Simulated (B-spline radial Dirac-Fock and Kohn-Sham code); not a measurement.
Relativistic shifts of the levels of Pb³⁺

System: lead as Pb³⁺, configuration [Xe] 4f14 5d10 6s1.

Both columns are ΔSCF binding energies of the configuration average from a radial finite-basis atomic code: non-relativistic Hartree-Fock with a point nucleus, and Dirac-Fock with a finite nucleus and the Coulomb interaction alone, averaged over the two j levels with weights 2j+1.

| shell | Hartree-Fock (eV) | Dirac-Fock (eV) | shift (eV) | shift (%) |
| --- | --- | --- | --- | --- |
| 1s | 79548.8 | 88531.4 | +8982.53 | +11.29 |
| 2s | 13543.8 | 15969.2 | +2425.31 | +17.91 |
| 2p | 13020.0 | 13841.2 | +821.18 | +6.31 |
| 3s | 3298.2 | 3908.8 | +610.62 | +18.51 |
| 3p | 3049.2 | 3280.8 | +231.57 | +7.59 |
| 3d | 2589.5 | 2567.0 | -22.41 | -0.87 |
| 4s | 783.7 | 940.0 | +156.38 | +19.95 |
| 4p | 673.4 | 729.2 | +55.82 | +8.29 |
| 4d | 471.0 | 463.5 | -7.51 | -1.60 |
| 4f | 195.0 | 175.8 | -19.20 | -9.85 |
| 5p | 122.9 | 131.2 | +8.32 | +6.77 |
| 5d | 58.46 | 55.88 | -2.58 | -4.42 |
| 6s | 35.88 | 40.60 | +4.72 | +13.15 |

Relativity binds 1s, 2s, 2p, 3s, 3p, 4s, 4p, 5p, 6s more strongly, among those listed most of all 4s in relative terms, and 3d, 4d, 4f, 5d more weakly, because the contracted s and p shells screen the nucleus better.

Values without a named source are computed, but for edge energies of neutral atoms, which are taken from tables.
